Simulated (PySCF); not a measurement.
**[HfF3(H2O)]+ at several levels of theory**

Computed with PySCF 2.14.0 (density fitting, no spin-orbit coupling) at the geometry relaxed with PBE0:

```xyz
7
[HfF3(H2O)]+ (singlet)
Hf    0.0292   -0.0406    0.0406
F     1.0414    1.1491    1.0733
F    -1.1012   -1.0953    1.0953
F     1.0414   -1.0733   -1.1491
O    -1.2174    1.2285   -1.2285
H    -1.5481    2.1209   -1.0136
H    -1.5481    1.0136   -2.1209
```

| level | basis | state | HOMO (eV) | gap (eV) | charge on Hf1 (e) | dipole about the centre of mass (D) | largest force component (eV/Å) |
| --- | --- | --- | --- | --- | --- | --- | --- |
| PBE0 | Hf def2-SVP with ECP60, F def2-SVP, O def2-SVP, H def2-SVP | singlet | -16.94 | 10.21 | 1.57 | 8.07 | 0.02 |
| M06-L | the same | singlet | -15.35 | 7.99 | 1.69 | 7.94 | 0.18 |
| CAM-B3LYP | the same | singlet | -18.41 | 12.60 | 1.53 | 8.14 | 0.13 |

Charges are Mulliken's, which hang on the basis. The relaxation used the grid (50, 194), these runs (75, 302) or, all-electron (x2c bases, spin-free X2C Hamiltonian), (99, 590).

Problem. What does PBE0 with Hf def2-TZVP with ECP60, F def2-TZVP, O def2-TZVP, H def2-TZVP give here?

Solution. state singlet, HOMO (eV) -16.99, gap (eV) 10.27, charge on Hf1 (e) 1.78, dipole about the centre of mass (D) 8.01, largest force component (eV/Å) 0.22. Time: 10 s on 2 threads of Intel(R) Xeon(R) Platinum 8488C (Sapphire Rapids), on a shared host, from free ions and atoms.

In the first row's basis the gap widens with exact exchange: 8.0 eV for M06-L (none); 10.2 eV for PBE0 (a fixed share); 12.6 eV for CAM-B3LYP (rising or full at long range).
